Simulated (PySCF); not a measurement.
C3H7ClSi, SMILES C[SiH2]/C=C/Cl.

Geometry optimised at r2SCAN-D4/def2-SVP. The structure was generated by enumeration; whether it is a known compound was not checked. Other conformers were not sampled.

Computed with r2SCAN-D4/def2-SVP (PySCF 2.14.0).

Frequencies are harmonic and unscaled.

```
mode  ν (cm⁻¹)  IR (km/mol)  moving atoms (share of kinetic energy)
----  --------  -----------  --------------------------------------
1           71          0.2                  C 57 %, H 29 %, Cl 9 %
2          124          0.5                 C 48 %, H 35 %, Cl 12 %
3          149          0.4                          H 74 %, C 19 %
4          204          0.7                 H 49 %, C 35 %, Si 11 %
5          258          1.4        C 57 %, H 19 %, Si 12 %, Cl 12 %
6          332         10.0        Cl 38 %, Si 33 %, C 20 %, H 10 %
7          486         10.3                         H 87 %, Si 10 %
8          644          9.2                          H 72 %, C 21 %
9          679          4.0                          H 59 %, C 32 %
10         720         62.4                 H 44 %, C 33 %, Si 21 %
11         780         31.3        C 60 %, H 17 %, Cl 13 %, Si 10 %
12         799         21.7                          H 52 %, C 44 %
13         823         91.9                          C 55 %, H 32 %
14         883         32.9                          H 79 %, C 17 %
15         903        242.6                 H 77 %, Si 13 %, C 10 %
16         940        106.2                                  H 95 %
17         972         31.3                                  H 92 %
18        1170         18.2                          H 81 %, C 18 %
19        1254         18.1                          H 79 %, C 21 %
20        1294          7.6                          H 86 %, C 14 %
21        1430          5.1                                  H 96 %
22        1431          2.5                                  H 96 %
23        1629        176.5                                  C 95 %
24        2204        129.4                                  H 97 %
25        2210        109.7                                  H 97 %
26        3037          3.8                                  H 97 %
27        3143          2.9                           H 91 %, C 9 %
28        3147          0.3                           H 92 %, C 8 %
29        3147          2.7                           H 91 %, C 9 %
30        3188          2.7                           H 91 %, C 9 %
```
